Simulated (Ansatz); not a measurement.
Consider the formal exchange of groups at a B–B bond: `BB` + `C#CF` → `BC#CF` + BH₃.

Isolated molecules relaxed with PBE0-D4/def2-TZVP in Ansatz; ΔE leaves out vibrations. CBS: MP2 limit from def2 TZ/QZ plus the TZ coupled-cluster correction, frozen cores. This one scheme is used for every species. Functionals use def2-TZVPP.

```
             level  ΔE (kJ/mol)
           r2SCAN0        -59.1
         CAM-B3LYP        -57.6
           LC-ωPBE        -49.9
SCS-MP2/def2-QZVPP        -67.9
```

Task: What does CCSD(T)/CBS give? (An estimate is asked.)

Result: The calculation gave: -59.9 kJ/mol. The listed levels differ from it by 0.8, 2.3, 10.0, -8.0 kJ/mol.

Largest T1 diagnostic among the species: 0.014.

Leaving LDA and LC-ωPBE aside and taking each functional with its dispersion term where it has one, the values, not all of them listed here, spread over 10.2 kJ/mol, from B2PLYP to PBE-D4. LDA lies +5.6 kJ/mol from PBE without D4. At CCSD(T), def2-SVP lies −4.8 kJ/mol from the extrapolated value and def2-TZVPP −2.0 kJ/mol.
